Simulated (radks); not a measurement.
Fractional charge and spin in the 2s shell of fluorine: the spin-up occupation runs from 0 to 1 and the spin-down occupation from 0 to 1; the fullest corner is F3+, [He] 2p(up 1, down 1) 2s(up 1, down 1). Method: scalar-relativistic Kohn-Sham, BLYP, spin-polarised, spherical densities, finite nucleus; Fermi nuclear charge, rms radius of each element as measured or else 0.836 A^(1/3) + 0.57 fm; computed with a radial shooting solver on a logarithmic mesh with Libxc functionals. Energy (eV) minus the two flat planes that join the four corners (they meet along the diagonal where the two added fractions sum to one electron); zero is where a piecewise linear energy would lie.

| down \ up | 0 | 0.5 | 1 |
|---|---|---|---|
| 0 | 0.000 | -2.996 | 0.000 |
| 0.5 | -2.996 | 0.998 | -2.784 |
| 1 | 0.000 | -2.784 | 0.000 |

Corners above the fullest one (they belong to F4+ and the next ion): (up 1, down 0) 102.23 eV, (up 0, down 1) 102.23 eV, (up 0, down 0) 231.55 eV. With half an added electron in each spin the energy lies 0.998 eV from the planes, and with half an added electron in spin up alone -2.996 eV. The planes are only a guide here: the flat-plane condition holds for ground states with one frontier orbital, while this shell lies below other occupied shells, so the corners above the fullest one are inner-hole states and not the ground states of those ions.
